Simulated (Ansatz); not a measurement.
Pb(Br)(SiH3) (BrH3PbSi), SMILES [SiH3][Pb][Br] (connectivity only; charge and spin as stated), neutral, multiplicity 1.

The structure is a stationary point at PBE-D3(BJ)/def2-SVP. The structure was generated by enumeration; whether it is a known compound was not checked. The def2 effective core potentials stand for the cores of Pb; spin–orbit coupling is left out.

Two levels are set side by side: PBE/def2-SVPD (Ansatz, a first-principles code) and PBE0/def2-SVPD (Ansatz). Energy differences of separate SCF runs at the same geometry; the states with an electron removed or added have multiplicity 2 and 2. Differences are taken from unrounded values.

| quantity | PBE0 |
|---|---|
| vertical ionisation energy (eV) | 8.34 |
| vertical electron affinity (eV) | 1.68 |
| vertical singlet–triplet gap (eV) | 1.57 |

What does PBE give, and how far is it from PBE0? (An estimate is asked for; the answer gives what the named calculation found.)


| quantity | PBE | PBE minus PBE0 |
|---|---|---|
| vertical ionisation energy (eV) | 8.17 | -0.17 |
| vertical electron affinity (eV) | 1.58 | -0.10 |
| vertical singlet–triplet gap (eV) | 1.57 | 0.01 |
